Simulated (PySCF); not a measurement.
# KBr₂⁻, singlet: molecular constants

These are results of PySCF, PBE0, basis K def2-TZVPD, Br def2-TZVPD (no relativity, density fitting), not measurements.

The structure is a minimum.

Z-matrix (Å, degrees; charge -1 multiplicity 1):
```
K
Br 1 3.0287
Br 1 3.0287 2 180.00
```

```json
{"Point group": "D∞h", "Bond lengths": "K–Br 3.029 Å (×2)", "Bond angles": "Br–K–Br 180.0°", "Zero-point energy": "2.2 kJ/mol", "Entropy at 298.15 K and 1 bar": "328.9 J/(mol K)", "Lowest empty level": "2.33 eV", "Rotational constants": "0.01164 cm⁻¹", "Rotational symmetry number": "2", "Principal quadrupole moments (Buckingham, traceless) about the centre of mass": "-72.96, 36.48, 36.48 D Å", "Principal polarisabilities": "82.0, 82.0, 101.5 bohr³", "Highest occupied level": "-2.91 eV", "Enthalpy at 298.15 K above 0 K": "16.66 kJ/mol", "Dipole moment about the centre of mass": "0.00 D", "Heat capacity Cp at 298.15 K": "61.6 J/(mol K)"}
```

Harmonic modes (masses in u: K 38.964, Br 78.918):
```csv
symmetry,ω (cm⁻¹),"IR (km/mol, summed over degenerate members)"
πu,34,46.1
σg+,97,0.0
σu+,199,58.0
```

In D∞h the vibrations span πu + σg+ + σu+. The σg+ mode carries no infrared intensity, as symmetry demands. With a centre of inversion only u modes can be infrared active and only g modes Raman active.

Charges (e); Mulliken and Löwdin values are unreliable with diffuse functions:
```tsv
atom	Mulliken	Löwdin	polar tensor	Mayer order to K1
K1	0.74	0.34	0.83	–
Br2,3	-0.87	-0.67	-0.91	0.24
```

Mulliken populations on K1: s 6.12, p 12.01, d 0.13.

Outer orbital energies (eV). occupied: -14.99, -14.83, -3.29, -2.97, -2.93, -2.93, -2.91, -2.91; empty: 2.33, 2.81, 2.81, 3.06.

Counting electrons, potassium keeps none of its valence electrons outside its bonds, so the VSEPR class is AX2 and the expected shape is linear (D∞h), as computed.

Only a few start shapes were tried, so a lower isomer may exist. The lowest empty level of this anion is unbound, so it and the gap depend on the basis.

The final relaxation and frequency run took about 100 core-seconds on a shared host.
